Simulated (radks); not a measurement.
Numerical settings for the chromium ion Cr+, [Ar] 3d5. All-electron calculation, scalar-relativistic Kohn-Sham, PBE, spin-polarised, spherical densities, point nucleus; open shells are filled with parallel spins first. Program: a radial shooting solver on a logarithmic mesh with Libxc functionals. The defaults (mesh step 0.008 in ln r, mesh end at 40 bohr or more with all orbitals vanishing there, Anderson mixing 0.5 over 9 steps, residual threshold near 1e-9 with the energy settled to 1e-9 hartree or 1e-11 of itself, here a cap of 91 iterations) give E = -1050.4562 hartree and 3d at -10.926 eV in 16 iterations. Run on one thread of a shared host, so times are rough (Arm Neoverse N1): 0.21 s of CPU time, 0.21 s wall, 16 iterations on 2476 mesh points. Changes against that run (0 stands for a change within the tolerance of the run):

setting                    iterations  converged  E (mhartree)  e(3d) (meV)  CPU (s)
mesh step in ln r 0.005            16        yes             0            0     0.32
mesh step in ln r 0.03             16        yes     +0.000295            0     0.07
mesh step in ln r 0.2               3         no      diverged            -     0.01
mesh end (bohr) 8                  16        yes        +0.164        +17.2      0.2
mesh end (bohr) 3                  15        yes          +376    +7.66e+03     0.17
residual threshold 1e-13           24        yes             0            0     0.26
residual threshold 1e-05           12        yes             0      +0.0739     0.17
mixing 0.01                        29        yes             0            0     0.36
linear mixing, mixing 0.2          88        yes             0            0     0.82
linear mixing, mixing 1            91         no     +1.15e+04    -1.52e+05        2
mixing history 2                   29        yes             0            0     0.32
iteration cap 3                     3         no         +16.8         -980     0.05

Settings that end as converged yet miss the energy by more than 1 mhartree: mesh end (bohr) 3 (+0.376 hartree). A mesh that ends early acts as a hard wall.
